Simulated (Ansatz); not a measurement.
Total energies of the cluster NbTe2⁺ from Ansatz at PBE-D4/def2-TZVP, gas phase (1 Eh = 27.2114 eV = 2625.5 kJ/mol). The reference geometry is relaxed at r2SCAN-D4/def2-TZVP.

| atom | x (Å) | y (Å) | z (Å) |
| --- | --- | --- | --- |
| Nb1 | 0.030 | -0.444 | 0.880 |
| Te2 | 0.249 | 1.962 | 0.429 |
| Te3 | -0.279 | -1.518 | -1.309 |

```
           state                        geometry  energy (Eh)
charge 1 singlet                       reference   -592.81941
charge 0 doublet                       reference   -593.09359
charge 1 triplet  relaxed at r2SCAN-D4/def2-TZVP   -592.81884
charge 1 quintet  relaxed at r2SCAN-D4/def2-TZVP   -592.78891
```

In the def2 sets Nb, Te take a core potential; there is no spin–orbit coupling.

Task: Work out the vertical electron affinity, to the doublet.

Result: E(charge 1 singlet) − E(charge 0 doublet) = -592.81941 − (-593.09359) = 0.27418 Eh = 7.46 eV.

Task: Which of the charge 1 states is lowest, and how far above it are the others?

Result: The singlet, but by less than the method's error, so the order isn't settled. triplet: -592.81884 − (-592.81941) = 0.00057 Eh = 1.5 kJ/mol; quintet: -592.78891 − (-592.81941) = 0.03050 Eh = 80.1 kJ/mol. The quintet differs in its bonds from the reference.

The structure comes from a short search, and lower isomers may exist.
